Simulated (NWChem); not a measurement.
System: AlH₂OF; SMILES [OH][AlH][F]

Here is an NWChem input.

```
start job
memory heap 200 mb stack 900 mb global 1100 mb
geometry units angstroms noautoz
  Al    -0.480331     0.047550     0.000000
  H     -2.027743    -0.187103     0.000000
  F      0.564273    -1.247578     0.000000
  O      0.130599     1.622811     0.000000
  H      1.049056     1.895383     0.000000
end
basis spherical
  Al library def2-tzvp
  H library def2-tzvp
  F library def2-tzvp
  O library def2-tzvp
end
dft
  xc m06-l
  iterations 150
  mulliken
end
task dft energy
```

Structure relaxed at the PBE0/def2-SVP level.

**Question.** Give the results of this calculation. (M06-L/def2-TZVP.) Quantities: energy (Ha); highest occupied level (eV); orbital gap (eV); dipole (D).

**Answer.** 
```
Item                          Result
---------------------------  -------
energy (Ha)                  -418.88
highest occupied level (eV)    -8.06
orbital gap (eV)                7.40
dipole (D)                      0.87
```
